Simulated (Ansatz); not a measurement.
CH4N, doublet, geometry from GFN2-xTB. Base run: BLYP/def2-SVP in Ansatz (a program for electronic structure).

Here is a job for Ansatz.
Ansatz 0.2 input:
```yaml
crystal:
  periodic: [false, false, false]
  atoms:
    - {symbol: C, position_ang: [0.11969841, 0.72071728, -0.00763830]}
    - {symbol: N, position_ang: [-0.08484190, -0.65766184, 0.00683957]}
    - {symbol: H, position_ang: [-0.51938453, -1.00090422, 0.85240262]}
    - {symbol: H, position_ang: [-0.52837018, -1.01721263, -0.82720202]}
    - {symbol: H, position_ang: [0.46666690, 1.15768540, 0.90941225]}
    - {symbol: H, position_ang: [0.45679066, 1.13976065, -0.93666007]}
basis:
  gaussian:
    orbitals: def2-SVP
hamiltonian:
  xc: blyp
magnetization: {spin_polarized: true, initial_magnetization: 1}
```

Each row names what was changed in the base input (with any setting that the change needs).

| change | ΔE vs base (kcal/mol) |
|---|---|
| base | 0.000 |
| lower_state_search = full | 0.000 |
| point_charge = charge:0.5 position_ang:3.4885, 2.8923, 0.0334 | -1.99 |
| point_charge = charge:1.0 position_ang:-4.2928, 1.3611, 0.5585 | -2.00 |
| forces = on | 0.000 |
| fitting.mean_field = def2-universal-JKFIT | -0.026 |
| nuclear_model = gaussian | 0.006 |
| lower_state_search = off | 0.000 |
| final_grid = 4, 8, 17 | 0.129 |
| point_charge = charge:-1.0 position_ang:-2.9009, -1.9294, -2.8357 | -6.41 |
| final_grid = 14, 28, 59 | 0.000 |
